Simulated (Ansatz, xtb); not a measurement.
**Two structures of FGaH5Si2+**

We compare a, a singlet given by its coordinates, with b, a singlet given by its coordinates. Both are isolated ions in the gas phase, relaxed with B3LYP-D3(BJ)/def2-SVP.

a (Å):

```yaml
atoms:
  - { symbol: F, position_ang: [0.4158, -0.9483, 2.7734] }
  - { symbol: Ga, position_ang: [-1.4197, -0.9035, 3.8657] }
  - { symbol: Si, position_ang: [0.0402, -0.6558, 1.0979] }
  - { symbol: Si, position_ang: [-2.2598, -0.4719, 1.6133] }
  - { symbol: H, position_ang: [0.7596, 0.5870, 0.7496] }
  - { symbol: H, position_ang: [-3.1378, -1.5783, 1.1591] }
  - { symbol: H, position_ang: [-2.8587, 0.8827, 1.5266] }
  - { symbol: H, position_ang: [0.4807, -1.8716, 0.3829] }
  - { symbol: H, position_ang: [-0.9877, -1.1716, 5.3325] }
```

Close contacts (Å): F1–Ga2 2.14, F1–Si3 1.74, Ga2–Si4 2.44, Si3–Si4 2.36, Ga2–H9 1.55, Si3–H5 1.48, Si3–H8 1.48, Si4–H6 1.48, Si4–H7 1.48.

b (Å):

| atom | x (Å) | y (Å) | z (Å) |
| --- | --- | --- | --- |
| F | 0.8696 | 0.1803 | -1.0682 |
| Ga | 2.1435 | 1.1098 | -2.4576 |
| Si | -1.9988 | 0.4217 | 0.5098 |
| Si | -0.0163 | -0.7805 | 0.1099 |
| H | -0.1423 | -2.0785 | -0.5975 |
| H | -2.7063 | 0.5410 | -0.7929 |
| H | 0.9612 | -0.8638 | 1.2229 |
| H | -1.6017 | 1.7562 | 1.0325 |
| H | -2.7842 | -0.3560 | 1.5030 |

Close contacts (Å): F1–Ga2 2.10, F1–Si4 1.76, Si3–Si4 2.35, Si3–H6 1.49, Si3–H8 1.49, Si3–H9 1.49, Si4–H5 1.48, Si4–H7 1.48.

Problem. Estimate which is lower in electronic energy at CCSD(T)/def2-SVP + ΔMP2/def2-TZVPP, and by roughly how much.

Solution. The CCSD(T)/def2-SVP + ΔMP2/def2-TZVPP calculation puts structure b lower, by 0.762 eV.

The same difference at several levels:

```csv
level,geometry,E(b) − E(a) (eV),departure from the last row (eV),"job, with rough time for the two"
B3LYP-D3(BJ)/def2-SVP,B3LYP-D3(BJ)/def2-SVP,−0.980,−0.218,"optimisation, 58 s"
HF/def2-SVP,B3LYP-D3(BJ)/def2-SVP,−1.061,−0.299,part of the CCSD(T) run
MP2/def2-SVP,B3LYP-D3(BJ)/def2-SVP,−0.727,+0.035,part of the CCSD(T) run
CCSD(T)/def2-SVP,B3LYP-D3(BJ)/def2-SVP,−0.869,−0.106,single point
CCSD(T)/def2-SVP + ΔMP2/def2-TZVPP,B3LYP-D3(BJ)/def2-SVP,−0.762,,"single point, 27 s"
```

None of the levels shown reverses the order. The largest departure from CCSD(T)/def2-SVP + ΔMP2/def2-TZVPP is that of HF/def2-SVP, 0.299 eV. Levels run at GFN2-xTB geometries aren't shown. The last row adds to CCSD(T) the change of the MP2 difference between the two basis sets, here +0.106 eV.

With harmonic frequencies from B3LYP-D3(BJ)/def2-SVP (ideal gas, rigid rotor, one conformer each, 298.15 K, 1 atm): on the last row, ΔE + ΔZPE = −0.755 eV. A mode under 50 cm⁻¹ makes harmonic enthalpies and free energies unreliable, so none is given.

The correlated steps freeze 20 core orbitals; the filled d shell of Ga is correlated, in a basis made for valence electrons. Run with Ansatz 0.2.0; the last row on 2 threads of Arm Neoverse V2 on a shared host.
